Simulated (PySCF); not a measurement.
H8GeP4 (SMILES [PH2][Ge]([PH2])([PH2])[PH2]), singlet, geometry from GFN2-xTB, atoms displaced at random by about 0.08 Å a coordinate; PySCF with TPSS/STO-3G, gradient.

Here is a job for PySCF.
```python
from pyscf import gto, scf, dft

mol = gto.Mole()
mol.atom = '''
    P    -0.36142865   -0.75987086    2.21734013
    Ge    0.18993086   -0.01374365   -0.00107516
    P     1.96171053   -1.14732905   -0.58139182
    P     0.16812669    2.36249880   -0.09074732
    P    -1.84517824   -0.56399819   -1.61342169
    H    -0.73822664   -2.05246024    2.08066133
    H    -1.78551130   -0.18805627    2.14867941
    H     2.84728165   -0.31018089    0.13858210
    H     2.14270018   -0.29125557   -1.85496276
    H     0.59770654    2.48783293   -1.23542526
    H     1.23306314    2.27476209    0.57327111
    H    -2.70971565   -0.20251287   -0.69204061
    H    -1.69747680   -1.89212662   -1.08643467
'''
mol.basis = 'sto-3g'
mol.verbose = 4
mol.build()

mf = dft.RKS(mol)
mf.xc = 'tpss'
mf.grids.level = 5
mf.kernel()
g = mf.nuc_grad_method()
g.grid_response = True
grad = g.kernel()
```

Question: What does PySCF print? Leave out banner, timings and long lists.

Answer: 
```
PySCF version 2.14.0

[INPUT] verbose = 4
[INPUT] num. atoms = 13
[INPUT] num. electrons = 100
[INPUT] charge = 0
[INPUT] spin (= nelec alpha-beta = 2S) = 0
[INPUT] symmetry False subgroup None
[INPUT] Mole.unit = angstrom
[INPUT] Symbol           X                Y                Z      unit          X                Y                Z       unit  Magmom
[INPUT]  1 P     -0.361428650000  -0.759870860000   2.217340130000 AA   -0.683001162071  -1.435947815438   4.190165570707 Bohr   0.0
[INPUT]  2 Ge     0.189930860000  -0.013743650000  -0.001075160000 AA    0.358917308003  -0.025971734452  -0.002031757940 Bohr   0.0
[INPUT]  3 P      1.961710530000  -1.147329050000  -0.581391820000 AA    3.707095637375  -2.168137679257  -1.098671310862 Bohr   0.0
[INPUT]  4 P      0.168126690000   2.362498800000  -0.090747320000 AA    0.317713398330   4.464475701614  -0.171487581338 Bohr   0.0
[INPUT]  5 P     -1.845178240000  -0.563998190000  -1.613421690000 AA   -3.486881524607  -1.065802113850  -3.048925117533 Bohr   0.0
[INPUT]  6 H     -0.738226640000  -2.052460240000   2.080661330000 AA   -1.395046167458  -3.878587735159   3.931880071673 Bohr   0.0
[INPUT]  7 H     -1.785511300000  -0.188056270000   2.148679410000 AA   -3.374127349316  -0.355374846307   4.060415614392 Bohr   0.0
[INPUT]  8 H      2.847281650000  -0.310180890000   0.138582100000 AA    5.380582518000  -0.586156931174   0.261882214767 Bohr   0.0
[INPUT]  9 H      2.142700180000  -0.291255570000  -1.854962760000 AA    4.049116507256  -0.550393259554  -3.505371587667 Bohr   0.0
[INPUT] 10 H      0.597706540000   2.487832930000  -1.235425260000 AA    1.129501663461   4.701322881374  -2.334615388770 Bohr   0.0
[INPUT] 11 H      1.233063140000   2.274762090000   0.573271110000 AA    2.330151628896   4.298677348643   1.083325393025 Bohr   0.0
[INPUT] 12 H     -2.709715650000  -0.202512870000  -0.692040610000 AA   -5.120620453948  -0.382693861000  -1.307767219977 Bohr   0.0
[INPUT] 13 H     -1.697476800000  -1.892126620000  -1.086434670000 AA   -3.207766254803  -3.575601104799  -2.053063978532 Bohr   0.0

nuclear repulsion = 751.368212738033
number of shells = 36
number of NR pGTOs = 186
number of NR cGTOs = 62
basis = sto-3g
ecp = {}

******** <class 'pyscf.dft.rks.RKS'> ********
method = RKS
initial guess = minao
damping factor = 0
level_shift factor = 0
DIIS = <class 'pyscf.scf.diis.CDIIS'>
diis_start_cycle = 1
diis_space = 8
diis_damp = 0
SCF conv_tol = 1e-09
SCF conv_tol_grad = None
SCF max_cycles = 50
direct_scf = True
direct_scf_tol = 1e-13
XC library pyscf.dft.libxc version 7.1.2
    S. Lehtola, C. Steigemann, M. J. T. Oliveira, and M. A. L. Marques,  SoftwareX 7, 1–5 (2018)
XC functionals = tpss
    J. Tao, J. P. Perdew, V. N. Staroverov, and G. E. Scuseria,  Phys. Rev. Lett. 91, 146401 (2003)
    J. P. Perdew, J. Tao, V. N. Staroverov, and G. E. Scuseria,  J. Chem. Phys. 120, 6898 (2004)
    J. Tao, J. P. Perdew, V. N. Staroverov, and G. E. Scuseria,  Phys. Rev. Lett. 91, 146401 (2003)
    J. P. Perdew, J. Tao, V. N. Staroverov, and G. E. Scuseria,  J. Chem. Phys. 120, 6898 (2004)
radial grids:
    Treutler-Ahlrichs [JCP 102, 346 (1995); DOI:10.1063/1.469408] (M4) radial grids

becke partition: Becke, JCP 88, 2547 (1988); DOI:10.1063/1.454033
pruning grids: <function nwchem_prune>
grids dens level: 5
symmetrized grids: False
atomic radii adjust function: <function treutler_atomic_radii_adjust>
small_rho_cutoff = 0
Set gradient conv threshold to 3.16228e-05
Initial guess from minao.
tot grids = 407408
init E= -3404.9401463737
  HOMO = -0.415807818778642  LUMO = -0.248254977379939  gap/eV = 4.55935
cycle= 1 E= -3407.51340838292  delta_E= -2.57  |g|= 0.726  |ddm|= 4.43
  HOMO = 0.263183621558948  LUMO = 0.322542903105154  gap/eV = 1.61525
cycle= 2 E= -3348.68045829514  delta_E= 58.8  |g|= 7.33  |ddm|= 10.5
  HOMO = -0.0839686212994615  LUMO = 0.106897042843798  gap/eV = 5.19372
cycle= 3 E= -3407.73538497305  delta_E= -59.1  |g|= 0.34  |ddm|= 10.4
  HOMO = -0.0918372447533519  LUMO = 0.0896841871713622  gap/eV = 4.93945
cycle= 4 E= -3407.76345778691  delta_E= -0.0281  |g|= 0.287  |ddm|= 1.38
  HOMO = -0.0804767692050006  LUMO = 0.0727955513327375  gap/eV = 4.17075
cycle= 5 E= -3407.79899132655  delta_E= -0.0355  |g|= 0.115  |ddm|= 0.511
  HOMO = -0.0421744762230948  LUMO = 0.0846178656267844  gap/eV = 3.45020
cycle= 6 E= -3407.80538635082  delta_E= -0.0064  |g|= 0.0273  |ddm|= 0.271
  HOMO = -0.0406701792143758  LUMO = 0.0843889942005845  gap/eV = 3.40303
cycle= 7 E= -3407.80571061376  delta_E= -0.000324  |g|= 0.0121  |ddm|= 0.0851
  HOMO = -0.0420282538025242  LUMO = 0.0844185984005504  gap/eV = 3.44079
cycle= 8 E= -3407.80578041577  delta_E= -6.98e-05  |g|= 0.00201  |ddm|= 0.0285
  HOMO = -0.0416957919697512  LUMO = 0.0843603931764906  gap/eV = 3.43016
cycle= 9 E= -3407.80578220101  delta_E= -1.79e-06  |g|= 0.000579  |ddm|= 0.00399
  HOMO = -0.0414537999828761  LUMO = 0.0843954794882074  gap/eV = 3.42453
cycle= 10 E= -3407.80578237406  delta_E= -1.73e-07  |g|= 7.94e-05  |ddm|= 0.00154
  HOMO = -0.0414430567202185  LUMO = 0.0843928685452957  gap/eV = 3.42417
cycle= 11 E= -3407.80578237683  delta_E= -2.76e-09  |g|= 2.62e-05  |ddm|= 0.000237
  HOMO = -0.0414430532406244  LUMO = 0.0843952995897003  gap/eV = 3.42424
cycle= 12 E= -3407.80578237717  delta_E= -3.4e-10  |g|= 5.94e-06  |ddm|= 7.99e-05
  HOMO = -0.0414429593259122  LUMO = 0.0843949255735536  gap/eV = 3.42422
Extra cycle  E= -3407.80578237715  delta_E= 1.64e-11  |g|= 5.78e-06  |ddm|= 3.37e-05
converged SCF energy = -3407.80578237715

******** <class 'pyscf.grad.rks.Gradients'> for <class 'pyscf.dft.rks.RKS'> ********
unit = Eh/Bohr
grid_response = True
--------------- RKS gradients ---------------
         x                y                z
0 P     0.0218027501    -0.0802215330     0.0058021050
1 Ge     0.0755674716    -0.0062839561     0.0110080078
2 P    -0.0167512354    -0.0223658126     0.0512879234
3 P     0.1681247920     0.0399524182    -0.0987075854
4 P    -0.0972716310     0.0189991627     0.0127140911
5 H     0.0146613204     0.0336989320     0.0204971459
6 H    -0.0446944382     0.0242592400    -0.0024237927
7 H    -0.0020186627    -0.0004334469    -0.0002821488
8 H     0.0013503751     0.0306261488    -0.0403298315
9 H    -0.0685359235    -0.0076906216     0.1315428700
10 H    -0.1070805506    -0.0086555191    -0.0459921803
11 H     0.0434022683    -0.0138671900    -0.0505452188
12 H     0.0114434638    -0.0080178224     0.0054286143
----------------------------------------------
```
